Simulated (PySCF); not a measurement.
## Peak assignment

Geometry (Å), atoms numbered from 1 in this order:
```xyz
19

Si    2.546    0.985    0.722
O     1.925   -0.321   -0.020
Si    1.004   -1.456   -0.704
C    -0.817   -0.926   -0.562
C    -1.332   -0.533    0.840
C    -2.006    0.686    0.215
Cl   -1.784    2.233    1.065
C    -1.185    0.489   -1.058
H     1.445    1.851    1.132
H     3.405    1.626   -0.270
H     3.288    0.463    1.867
H     1.233   -2.687    0.049
H     1.402   -1.525   -2.109
H    -1.479   -1.667   -1.012
H    -0.526   -0.253    1.516
H    -1.991   -1.239    1.343
H    -3.080    0.568    0.069
H    -1.733    0.560   -1.996
H    -0.324    1.154   -1.095
```

Theory: shieldings: GIAO PBE0/pcSseg-1, GFN2-xTB geometry, in PySCF (one conformer, in vacuum, averaged over atoms made equivalent by symmetry, fast rotation or ring inversion, non-relativistic).

Shifts are taken against calculated references (same method and geometry level): $^{13}$C (186.93 ppm), $^{1}$H (31.72 ppm) against TMS.

Question: Assign these signals to the numbered atoms. $^{13}$C{$^{1}$H} NMR (computed): δ 56.5, 36.5, 16.4.

Answer: 
| δ (ppm) | atoms | environment | reason |
| --- | --- | --- | --- |
| 56.5 | C6 | sp3 CH bonded to Cl | pulled downfield by the heteroatom |
| 36.5 | C5/C8 | sp3 CH2 in a ring | aliphatic region, no heteroatom directly attached |
| 16.4 | C4 | sp3 CH bonded to Si | – |

Question: Assign these signals to the numbered atoms. $^{1}$H NMR (500 MHz, computed): δ 5.43 (s, 3H), 4.96 (d, 2H), 4.53 (m, 1H), 2.68 (m, 2H), 2.39 (m, 2H), 1.32 (m, 1H).

Answer: 
| δ (ppm) | atoms | environment | reason |
| --- | --- | --- | --- |
| 5.43 | H9/H10/H11 | hydrogen on a silicon bonded to O | – |
| 4.96 | H12/H13 | hydrogen on a silicon bonded to C, O | – |
| 4.53 | H17 | hydrogen on an sp3 CH bonded to Cl | its carbon carries Cl, hence the downfield position |
| 2.68 | H16/H18 | hydrogen on an sp3 CH2 in a ring | – |
| 2.39 | H15/H19 | hydrogen on an sp3 CH2 in a ring | – |
| 1.32 | H14 | hydrogen on an sp3 CH bonded to Si | – |

Carbons that carry Cl, above all several Cl atoms, come out too deshielded, partly because spin–orbit coupling is missing. Shifts are as computed. Against solution values, carbons near 30 ppm lie about +3 ppm off and those near 130 ppm about +5 ppm; carbons on Cl a further +6 ppm. Of 1309 compounds with measured shifts, 239 miss one by over three times the rms of a fit or turn the order of signals round; such compounds aren't used in these exercises. No couplings were computed; multiplicities are counted from neighbouring protons, with m where these are inequivalent, close in shift, in a saturated or five-membered ring or joined by F or P, and br s for small geminal =CH2 splittings.
